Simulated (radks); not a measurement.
Spherical quantum dot in the effective-mass picture: electrons in a parabolic well V = omega^2 r^2 / 2 with omega = 3.17, all in effective atomic units (hartree* = m*/eps^2 hartree, bohr* = eps/m* bohr), one dielectric constant everywhere. Calculated with a radial shooting solver with Libxc functionals: non-relativistic Kohn-Sham, LDA (Slater exchange, Perdew-Wang correlation), spin-polarised, spherical densities. Levels are named by radial order and angular momentum (1s, 1p, 1d, 2s, ...), and open shells are averaged over m.

N = 18, configuration 1s2 1p6 1d10. This is the lowest configuration that the search found. Occupied and some empty levels:

level  occupation  eigenvalue (hartree*)  <r> (bohr*)
1s              2                 20.592       0.7949
1p              6                 22.621        1.027
1d             10                 24.779        1.197
2s              0                 24.998        1.075
1f              0                 27.067        1.333
2p              0                 27.447        1.217

Energy (hartree*): total 296.573, kinetic 59.605, external 119.00, Hartree 132.79, exchange-correlation -14.827. Static polarisability (adiabatic kernel): 1.791 bohr*^3, against N/omega^2 = 1.791 from the generalised Kohn theorem.

Electron density:

r (bohr*)  n(r) (e/bohr*^3)
0.103                 1.012
0.219                 1.101
0.334                 1.248
0.449                 1.437
0.565                 1.631
0.680                 1.778
0.795                 1.829
0.911                 1.752
1.03                  1.552
1.14                  1.263
1.26                 0.9364
1.37                 0.6337
1.49                 0.3893
1.60                 0.2167
1.72                 0.1084
1.83                0.04930
1.95                0.02029
2.06               0.007477
2.18               0.002518
2.29              0.0007703
